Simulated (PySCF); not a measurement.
Species: CH7NSSi2.
Z-matrix (Å and degrees, PBE0-D3(BJ)/def2-SVP geometry), rows numbered from 1:
```
C 
N   1  1.2614
Si  2  1.7520  1  127.09
S   3  2.1381  2  106.37  1  -120.12
Si  4  2.1610  3   97.86  2   -42.25
H   1  1.1112  2  124.46  3    -2.04
H   1  1.1059  2  120.41  3   177.94
H   3  1.4971  2  114.57  1    -2.07
H   3  1.4895  2  106.60  1   120.53
H   5  1.4920  4  104.72  3  -160.83
H   5  1.4894  4  112.11  3    80.99
H   5  1.4915  4  110.72  3   -42.63
```

The calculation used PySCF, PBE0-D3(BJ)/def2-SVP geometry optimisation, gas phase.

Masses are those of the commonest isotopes; rigid-rotor values at the optimised geometry. The values belong to one conformer with, in the numbering `[CH2:1]=[N:2][SiH2:3][S:4][SiH3:5]`, C1–N2–Si3–S4 -120°, N2–Si3–S4–Si5 -42°.

Problem. What are A, B and C (cm⁻¹)?

Solution. Ia = 139.16, Ib = 313.46, Ic = 404.31 u·Å²; 505379 MHz·u·Å²/I gives 3632, 1612 and 1250 MHz, that is A = 0.12114, B = 0.05378, C = 0.04169 cm⁻¹.

Problem. What kind of rotor is it?

Solution. An asymmetric top: κ = (2 × 1612 − 3632 − 1250)/(3632 − 1250) = -0.70.

Problem. What does the inertial defect say?

Solution. Not planar: Δ = Ic − Ia − Ib = -48.31 u·Å². For a rigid frame Δ = −2 Σ m c², so Σ m c² = 24.15 u·Å² lies off the ab plane: 8.14 from hydrogen and 16.01 from heavier atoms. The atom farthest from that plane is 1.93 Å away.

Problem. Give the other two planar moments, Paa and Pbb, and the rms extents of the mass along the axes.

Solution. Paa = Σ m a² = (Ib + Ic − Ia)/2 = 289.31 and Pbb = Σ m b² = (Ia + Ic − Ib)/2 = 115.01 u·Å². With the mass M = 120.98 u, the rms extents √(P/M) along a, b and c are 1.55, 0.97, 0.45 Å.

Problem. Give the coordinates in the principal-axis frame, origin at the centre of mass.

Solution. The sense of each axis is arbitrary; atoms in the order of the calculation.
| atom | mass (u) | a (Å) | b (Å) | c (Å) |
| --- | --- | --- | --- | --- |
| C1 | 12.000 | -2.607 | 0.976 | 0.500 |
| N2 | 14.003 | -1.552 | 0.701 | -0.134 |
| Si3 | 27.977 | -0.891 | -0.892 | -0.445 |
| S4 | 31.972 | 1.052 | -0.922 | 0.447 |
| Si5 | 27.977 | 1.693 | 1.046 | -0.174 |
| H6 | 1.008 | -3.296 | 0.219 | 0.932 |
| H7 | 1.008 | -2.906 | 2.028 | 0.661 |
| H8 | 1.008 | -1.669 | -2.018 | 0.161 |
| H9 | 1.008 | -0.821 | -1.041 | -1.925 |
| H10 | 1.008 | 3.180 | 1.016 | -0.053 |
| H11 | 1.008 | 1.153 | 2.116 | 0.711 |
| H12 | 1.008 | 1.308 | 1.303 | -1.591 |

Problem. Where do the levels up to J = 2 lie, in MHz?

Solution. Above 0(0,0):
J = 1: 1(0,1) 2862, 1(1,1) 4882, 1(1,0) 5244
J = 2: 2(0,2) 8542, 2(1,2) 10244, 2(1,1) 11331, 2(2,1) 17389, 2(2,0) 17433

Problem. Predict some low-J microwave lines.

Solution. The dipole components are |μa| = 2.09 D, |μb| = 0.66 D, |μc| = 0.13 D. The squared components, which scale the intensities, stand as 1.00 : 0.10 : 0.00 (a : b : c). Some of the stronger lines:

```tsv
type	branch	J(Ka,Kc)	MHz	lower level (cm⁻¹)
a	Q	1(1,0) ← 1(1,1)	362	0.163
a	Q	4(2,2) ← 4(2,3)	628	1.247
a	Q	3(1,2) ← 3(1,3)	2170	0.609
a	R	1(0,1) ← 0(0,0)	2862	0.000
a	R	2(1,2) ← 1(1,1)	5362	0.163
a	R	2(0,2) ← 1(0,1)	5680	0.095
a	R	2(1,1) ← 1(1,0)	6087	0.175
a	R	3(1,3) ← 2(1,2)	8017	0.342
a	R	3(0,3) ← 2(0,2)	8413	0.285
a	R	3(2,2) ← 2(2,1)	8587	0.580
a	R	3(2,1) ← 2(2,0)	8760	0.582
a	R	3(1,2) ← 2(1,1)	9100	0.378
a	R	4(1,4) ← 3(1,3)	10645	0.609
a	R	4(0,4) ← 3(0,3)	11039	0.566
a	R	4(2,3) ← 3(2,2)	11414	0.866
a	R	4(3,1) ← 3(3,0)	11549	1.234
a	R	4(2,2) ← 3(2,1)	11824	0.874
a	R	4(1,3) ← 3(1,2)	12073	0.682
```

Problem. Estimate the classical rotational partition function at 25 K, 50 K and 200 K.

Solution. Point group C1, symmetry number σ = 1; q = (√π/σ)·√((kT/h)³/(ABC)), k/h = 20836.6 MHz/K: 7790 at 25 K, 22000 at 50 K, 176000 at 200 K.

Stationary, but not proved a minimum. Zero-point vibration and centrifugal distortion are left out. A rigid rotor knows nothing of internal rotation, which can split or shift real lines. Quadrupole hyperfine structure (14N) is left out.

Time: 46 s wall; peak memory 0.51 GiB. Hardware: one thread, Arm Neoverse V1 (aarch64), no GPU, shared host with 32 logical CPUs at a one-minute load of 21. This is the geometry optimisation.
